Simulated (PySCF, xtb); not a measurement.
C2H6B, SMILES C[B]C, multiplicity 2.

Harmonic wavenumbers (cm⁻¹) from GFN2-xTB (xtb) at its own minimum, in rising order: 88, 91, 281, 680, 707, 819, 830, 1010, 1154, 1368, 1374, 1466, 1466, 1490, 1491, 2934, 2942, 2974, 2975, 3002, 3003.

Question: What does PBE0-D3(BJ)/def2-TZVP run with PySCF give at its own minimum? (The exact figures need the calculation; the answer reports its results.)

Answer: 112, 123, 295, 621, 673, 798, 814, 1011, 1174, 1296, 1328, 1411, 1413, 1449, 1450, 2995, 2998, 3057, 3057, 3123, 3123. Paired by order, the mean absolute difference is 50 cm⁻¹ and the zero-point energies are 46.0 and 46.2 kcal/mol.
